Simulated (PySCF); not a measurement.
## C₆ coefficients of unlike pairs at PBE

Calculated with PySCF 2.14 from the dipole response of each species, C₆(A,B) = (3/π) ∫ α_A(iu) α_B(iu) du, in atomic units, from isotropic polarisabilities. For ions this is the dispersion term alone; charge-induced terms of lower order in 1/R come first.

```tsv
species	configuration	basis	relativity	α (bohr³)	C₆ (like pair)
Li	[He] 2s1 (2S)	x2c-TZVPPall with one added diffuse shell each of s, p type (6s4p1d)	spin-free X2C	135.0	1052
Ge²⁺	[Ar] 3d10 4s2 (1S)	aug-cc-pwCVTZ-PP with ECP10MDF (8s7p6d4f1g)	core potential	10.23	39.67
C	[He] 2s2 2p2 (3P)	x2c-QZVPPall with one added diffuse shell each of s, p, d, f type (8s5p4d3f1g)	spin-free X2C	13.45	54.71
N⁺	[He] 2s2 2p2 (3P)	aug-cc-pwCVTZ (7s6p4d2f)	none	3.924	8.526
```

Estimate C₆ for Ge²⁺ with Li.

The integral gives 139.5. The combination rule 2 C_A C_B / (C_A α_B/α_A + C_B α_A/α_B) gives 138.4 and the geometric mean 204.3.

No spin-orbit coupling is included.

The other pairs:

| pair | C₆ |
| --- | --- |
| N⁺, Li | 56.13 |
| C, Li | 176.7 |
| N⁺, C | 20.76 |
| N⁺, Ge²⁺ | 18.11 |
| C, Ge²⁺ | 46.19 |
